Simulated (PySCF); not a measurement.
HO (SMILES [OH]), doublet, at a GFN2-xTB geometry; PySCF with MP2/pcseg-2.

Here is a job for PySCF.
```python
from pyscf import gto, scf, mp

mol = gto.Mole()
mol.atom = '''
    O    -0.000000   -0.000000   -0.107036
    H     0.000000    0.000000    0.856289
'''
mol.basis = 'pcseg-2'
mol.charge = 0
mol.spin = 1
mol.verbose = 4
mol.build()

mf = scf.UHF(mol)
mf.kernel()

pt = mp.MP2(mf, frozen=1)
pt.kernel()
print('E(MP2) = %.10f' % pt.e_tot)
```

Question: Write the output that PySCF gives for this input, abridged.

Answer: 
```
PySCF version 2.14.0

[INPUT] verbose = 4
[INPUT] num. atoms = 2
[INPUT] num. electrons = 9
[INPUT] charge = 0
[INPUT] spin (= nelec alpha-beta = 2S) = 1
[INPUT] symmetry False subgroup None
[INPUT] Mole.unit = angstrom
[INPUT] Symbol           X                Y                Z      unit          X                Y                Z       unit  Magmom
[INPUT]  1 O      0.000000000000   0.000000000000  -0.107036000000 AA    0.000000000000   0.000000000000  -0.202268725469 Bohr   0.0
[INPUT]  2 H      0.000000000000   0.000000000000   0.856289000000 AA    0.000000000000   0.000000000000   1.618151693478 Bohr   0.0

nuclear repulsion = 4.39458924803156
number of shells = 7
number of NR pGTOs = 63
number of NR cGTOs = 44
basis = pcseg-2
ecp = {}

******** <class 'pyscf.scf.uhf.UHF'> ********
method = UHF
initial guess = minao
damping factor = 0
level_shift factor = 0
DIIS = <class 'pyscf.scf.diis.CDIIS'>
diis_start_cycle = 1
diis_space = 8
diis_damp = 0
SCF conv_tol = 1e-09
SCF conv_tol_grad = None
SCF max_cycles = 50
direct_scf = True
direct_scf_tol = 1e-13
number electrons alpha = 5  beta = 4
Set gradient conv threshold to 3.16228e-05
init E= -75.0572796620072

cycle= 1 E= -75.4031146442092  delta_E= -0.346  |g|= 0.193  |ddm|= 0.666
cycle= 2 E= -75.4187764748256  delta_E= -0.0157  |g|= 0.0444  |ddm|= 0.123
cycle= 3 E= -75.4198702308973  delta_E= -0.00109  |g|= 0.0167  |ddm|= 0.0292
cycle= 4 E= -75.4201058496486  delta_E= -0.000236  |g|= 0.00715  |ddm|= 0.0169
cycle= 5 E= -75.4201513413589  delta_E= -4.55e-05  |g|= 0.00352  |ddm|= 0.00612
cycle= 6 E= -75.4201699431005  delta_E= -1.86e-05  |g|= 0.00124  |ddm|= 0.00555
cycle= 7 E= -75.4201729847858  delta_E= -3.04e-06  |g|= 0.000413  |ddm|= 0.00272
cycle= 8 E= -75.4201733322331  delta_E= -3.47e-07  |g|= 9.18e-05  |ddm|= 0.00108
cycle= 9 E= -75.4201733449724  delta_E= -1.27e-08  |g|= 2.65e-05  |ddm|= 0.000149
cycle= 10 E= -75.4201733460155  delta_E= -1.04e-09  |g|= 4.56e-06  |ddm|= 4.82e-05
cycle= 11 E= -75.4201733460439  delta_E= -2.84e-11  |g|= 6.49e-07  |ddm|= 9.45e-06
Extra cycle  E= -75.4201733460443  delta_E= -3.98e-13  |g|= 2.83e-07  |ddm|= 7.45e-07
converged SCF energy = -75.4201733460443  <S^2> = 0.75643408  2S+1 = 2.0064238

******** <class 'pyscf.mp.ump2.UMP2'> ********
nocc = (np.int64(4), np.int64(3)), nmo = (43, 43)
frozen orbitals 1
E(UMP2) = -75.6148161658913  E_corr = -0.194642819847028
E(SCS-UMP2) = -75.6141752388225  E_corr = -0.194001892778189
E_corr(same-spin) = -0.0456571050441281
E_corr(oppo-spin) = -0.1489857148029
E(MP2) = -75.6148161659
```
